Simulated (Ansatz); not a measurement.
Isolated molecules relaxed with PBE0-D4/def2-TZVP in Ansatz; ΔE leaves out vibrations. CCSD(T)/CBS is the MP2 limit (def2-TZVPP, def2-QZVPP) plus CCSD(T) − MP2 in def2-TZVPP, frozen cores. DFT in def2-TZVPP. def2 core potentials past Kr. For In outer-core shells are correlated without core-valence functions, which leaves a few kJ/mol of doubt a bond. One conformer a species, not always the lowest.

Reaction (ligand exchange at the Si–C bond): `[SiH3][CH2][InH2]` + `COB(O)F` → `COB(F)O[SiH3]` + `[CH3][InH2]`

`[SiH3][CH2][InH2]`:

Cartesian coordinates in Å:
```
Si -0.336 -1.246 0.751
C 0.609 -0.255 -0.507
In -0.020 1.811 -0.595
H 0.091 -2.672 0.814
H -1.795 -1.224 0.442
H -0.162 -0.661 2.111
H 0.468 -0.699 -1.497
H 1.674 -0.280 -0.262
H 0.762 2.970 0.417
H -1.291 2.256 -1.674
```

`COB(O)F`:

Z-matrix (Å, degrees):
```
C
O 1 1.414
H 1 1.092 2 108.7
H 1 1.092 2 108.8 3 -118.3
H 1 1.091 2 111.8 3 120.8
B 2 1.344 1 122.2 3 -121.5
F 6 1.336 2 117.4 1 -180.0
O 6 1.361 2 122.7 1 0.0
H 8 0.959 6 112.6 2 180.0
```

`COB(F)O[SiH3]`:

Cartesian coordinates in Å:
```
C 0.746 1.819 -1.027
O 0.382 0.602 -0.405
B -0.796 0.426 0.235
F -1.692 1.411 0.314
O -1.090 -0.761 0.811
Si -0.210 -2.159 0.889
H -0.029 2.579 -0.913
H 0.917 1.634 -2.090
H 1.674 2.179 -0.579
H 0.059 -2.676 -0.476
H -1.033 -3.131 1.644
H 1.072 -1.923 1.598
```

`[CH3][InH2]`:

Cartesian coordinates in Å:
```
C -0.229 -0.877 0.444
In 0.267 0.983 -0.521
H 0.507 -1.651 0.224
H -0.254 -0.723 1.526
H -1.218 -1.219 0.137
H 1.868 1.278 -1.105
H -0.941 2.210 -0.705
```

CCSD(T)/CBS gives -76.5 kJ/mol.

(1) Another level gave -77.8 kJ/mol. Which?
A. CAM-B3LYP/def2-TZVPP
B. SCS-MP2/def2-TZVPP
C. r2SCAN/def2-TZVPP
D. PBE0-D4/def2-TZVPP

Largest T1 diagnostic among the species: 0.013.

Results:

(1) C. r2SCAN -77.8, CAM-B3LYP -87.9, PBE0-D4 -70.3, SCS-MP2/def2-TZVPP -82.8 kJ/mol.

Leaving LDA and LC-ωPBE aside and taking each functional with its dispersion term where it has one, the values, not all of them listed here, spread over 21.5 kJ/mol, from BHLYP-D4 to revPBE-D4. In def2-TZVPP, CCSD(T) changes the Hartree–Fock value by +21.8 kJ/mol (the triples alone add +3.0 kJ/mol) and MP2 by +22.5 kJ/mol.
